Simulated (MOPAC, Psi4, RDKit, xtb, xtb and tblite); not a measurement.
Two geometries of CH5Cl3GeSi, SMILES Cl[Si](Cl)(Cl)[CH2][GeH3], relaxed at GFN2-xTB with one dihedral held; other torsions can differ between them too.

Structure A

```
11

Cl    -2.2265    -1.2097     1.3632
Si    -1.5523     0.1241    -0.0035
Cl    -1.3738     1.9270     0.8879
Cl    -2.8956     0.2348    -1.5044
C      0.1205    -0.5070    -0.6401
Ge     0.5044    -2.3524    -0.0364
H      0.1455    -0.4839    -1.7290
H      0.9273     0.1408    -0.2985
H      0.6766    -2.4148     1.4418
H     -0.5713    -3.2946    -0.4556
H      1.7867    -2.8017    -0.6694
```

Structure B

```
11

Cl    -2.2498    -1.2986     1.3224
Si    -1.5760     0.0739     0.0080
Cl    -1.4089     1.8649     0.9348
Cl    -2.8886     0.2296    -1.5147
C      0.0948    -0.5019    -0.6787
Ge    -0.0477    -2.2408    -1.6047
H      0.4882     0.2363    -1.3770
H      0.8216    -0.5921     0.1280
H     -0.5177    -3.3057    -0.6742
H     -0.9848    -2.1581    -2.7603
H      1.3009    -2.6336    -2.1227
```

Task: Which is lower in energy at the level DF-MP2 (frozen core)/cc-pVTZ // GFN2-xTB (Psi4 1.11), and by how much?

Result: B is lower, by 8.98 kJ/mol (dihedral Cl1–Si2–C5–Ge6: 10° in A, 60° in B).

E(B) − E(A) in kJ/mol at the other levels, on the same two geometries: GFN2-xTB (xtb and tblite) 0.08; PBE0/def2-TZVP // GFN2-xTB (Psi4) -7.79; PBE0-D3(BJ)/def2-TZVP // GFN2-xTB (Psi4) -8.02; PBE/def2-TZVP // GFN2-xTB (Psi4) -7.71; PBE-D3(BJ)/def2-TZVP // GFN2-xTB (Psi4) -7.88; HF/cc-pVTZ // GFN2-xTB (Psi4) -10.05; UFF // GFN2-xTB (RDKit) -17.04; PM7, restricted, heats of formation // GFN2-xTB (MOPAC) -1.50; PM3, restricted, heats of formation // GFN2-xTB (MOPAC) -2.69; GFN1-xTB // GFN2-xTB (xtb) -4.30.
